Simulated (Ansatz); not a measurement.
Ideal-gas functions of F4H2In2 (`[F][In@H-]1[F+][In@@H-]([F])[F+]1`) at 600 K and 1 bar, from an Ansatz frequency run at PBE0-D4/def2-TZVP.

Molar mass 307.64 g/mol, point group C2v (symmetry number 2), electronic degeneracy 1, moments of inertia 187.977, 886.859, 946.499 u Å². Harmonic wavenumbers (cm⁻¹, unscaled): 50, 79, 98, 141, 151, 201, 293, 355, 373, 404, 446, 452, 463, 463, 619, 623, 1950, 1952.

Use S(trans) = R[1.5 ln M + 2.5 ln T − 1.1517]; rotational temperatures θ = 24.2544 K / I; S(rot) = R[ln(√π/σ · √(T³/θAθBθC)) + 1.5]; for each mode x = 1.438777 ν̃/T, S = R[x/(eˣ − 1) − ln(1 − e⁻ˣ)] and H = RT x/(eˣ − 1); 1 cm⁻¹ = 0.0119627 kJ/mol; R = 8.31446 J/(mol·K).

By hand: the entropy, in J/(mol·K).

Translation 194.8. Rotation: θ = 0.129, 0.0273, 0.0256 K, giving 130.0. Vibration, mode by mode: 25.96, 22.16, 20.37, 17.37, 16.81, 14.46, 11.42, 9.90, 9.51, 8.90, 8.14, 8.04, 7.86, 7.86, 5.75, 5.71, 0.44, 0.44, in all 201.1. Electronic 0.0. Sum 525.9 J/(mol·K).

By hand: H − E and G − E in kJ/mol, counted from the electronic energy.

Zero-point energy ½ × 9113 × 0.0119627 = 54.5; thermal vibration 54.3; translation, rotation and pV give 4 RT = 20.0. H − E = 128.8 kJ/mol, and G − E = 128.8 − 600 × 525.9/1000 = -186.7 kJ/mol.

Vibration gives 38 % of the entropy, 85.9 J/(mol·K) of it from the modes under 150 cm⁻¹: soft modes count most, and the harmonic formula is weakest for them.
